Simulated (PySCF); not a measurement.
**SMILES C1=NC(C=S)=CC=C1, C6H5NS**

Molfile (atoms numbered from 1):
```
C6H5NS
     RDKit          3D

 13 13  0  0  0  0  0  0  0  0999 V2000
    3.3462    0.0509   -0.9305 S   0  0  0  0  0  0  0  0  0  0  0  0
    2.1559   -0.8241   -0.2561 C   0  0  0  0  0  0  0  0  0  0  0  0
    0.7974   -0.3743   -0.0670 C   0  0  0  0  0  0  0  0  0  0  0  0
    0.3669    0.8979   -0.4606 C   0  0  0  0  0  0  0  0  0  0  0  0
   -0.9530    1.2469   -0.2434 C   0  0  0  0  0  0  0  0  0  0  0  0
   -1.7973    0.3245    0.3560 C   0  0  0  0  0  0  0  0  0  0  0  0
   -1.2749   -0.9154    0.7126 C   0  0  0  0  0  0  0  0  0  0  0  0
   -0.0226   -1.2589    0.5110 N   0  0  0  0  0  0  0  0  0  0  0  0
    2.3574   -1.8324    0.0922 H   0  0  0  0  0  0  0  0  0  0  0  0
    1.0672    1.5761   -0.9225 H   0  0  0  0  0  0  0  0  0  0  0  0
   -1.3186    2.2205   -0.5356 H   0  0  0  0  0  0  0  0  0  0  0  0
   -2.8338    0.5562    0.5433 H   0  0  0  0  0  0  0  0  0  0  0  0
   -1.8951   -1.6675    1.1829 H   0  0  0  0  0  0  0  0  0  0  0  0
  1  2  2  0
  2  3  1  0
  3  4  2  0
  4  5  1  0
  5  6  2  0
  6  7  1  0
  7  8  2  0
  8  3  1  0
  2  9  1  0
  4 10  1  0
  5 11  1  0
  6 12  1  0
  7 13  1  0
M  END
```

Computed with TDDFT PBE0/aug-cc-pVDZ excited states, vertical, gas phase in PySCF. Geometry: GFN2-xTB.

Give the one- and two-photon strengths of the lowest singlets.

δ for parallel linear polarisation; σ at the peak of a Lorentzian of half width 0.1 eV, single beam; Ω is circular over linear.
| state | E (eV) | f | photon λ (nm) | δ (au) | σ (GM) | Ω | main |
| --- | --- | --- | --- | --- | --- | --- | --- |
| S1 | 2.03 | 0.000 | 1219 | 0.39 | 0.00 | 1.50 | HOMO→LUMO 0.99 |
| S2 | 3.61 | 0.000 | 688 | 0.28 | 0.00 | 1.50 | HOMO−2→LUMO 0.99 |
| S3 | 4.15 | 0.327 | 598 | 403 | 2.54 | 0.62 | HOMO−1→LUMO 0.93 |
| S4 | 4.51 | 0.000 | 550 | 0.35 | 0.00 | 1.50 | HOMO→LUMO+1 0.98 |
| S5 | 4.83 | 0.059 | 513 | 138 | 1.18 | 0.72 | HOMO−3→LUMO 0.73, HOMO−1→LUMO+1 0.21 |

Among these, the strongest one-photon state is S3, the strongest two-photon state S3, with a dipole change of 2.9 D (relaxed, norm of the difference vector).
